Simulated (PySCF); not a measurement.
C2H7AlClN, SMILES [CH2](C)[Al]([Cl])[NH2].

Geometry: PBE-D3(BJ)/def2-SVP. The structure was generated by enumeration; whether it is a known compound was not checked. One conformer was computed; it need not be the lowest.

These are PySCF with TDA-M06-2X/def2-SVPD values and carry that method's errors.

Vertical excitations. The molecule is in vacuum.

### Question
Give excitation energies, oscillator strengths and character. (Estimate from the structure and the level; the computed values follow.)

### Answer

```csv
state,energy (eV),λ (nm),f,main pairs
S1,6.18,201,0.041,HOMO→LUMO 85 %
S2,6.61,187,0.054,"HOMO−1→LUMO 47 %, HOMO−1→LUMO+1 46 %"
S3,6.72,185,0.078,"HOMO−1→LUMO+1 44 %, HOMO−1→LUMO 43 %"
S4,7.08,175,0.134,HOMO→LUMO+1 89 %
S5,7.46,166,0.018,"HOMO→LUMO+2 62 %, HOMO→LUMO+4 14 %, HOMO−3→LUMO 9 %"
S6,7.67,162,0.047,HOMO−2→LUMO 71 %
S7,7.77,159,0.000,HOMO−2→LUMO+1 82 %
S8,7.93,156,0.068,HOMO−3→LUMO 57 %
S9,8.01,155,0.052,HOMO−1→LUMO+2 70 %
S10,8.06,154,0.014,"HOMO→LUMO+3 51 %, HOMO→LUMO+5 13 %, HOMO−3→LUMO 8 %"
T1,5.83,213,0,HOMO→LUMO+1 81 %
T2,5.88,211,0,HOMO→LUMO 72 %
T3,6.01,206,0,"HOMO−1→LUMO 43 %, HOMO−1→LUMO+1 43 %"
T4,6.17,201,0,"HOMO−1→LUMO+1 50 %, HOMO−1→LUMO 34 %"
```
Triplets are in the Tamm–Dancoff approximation.
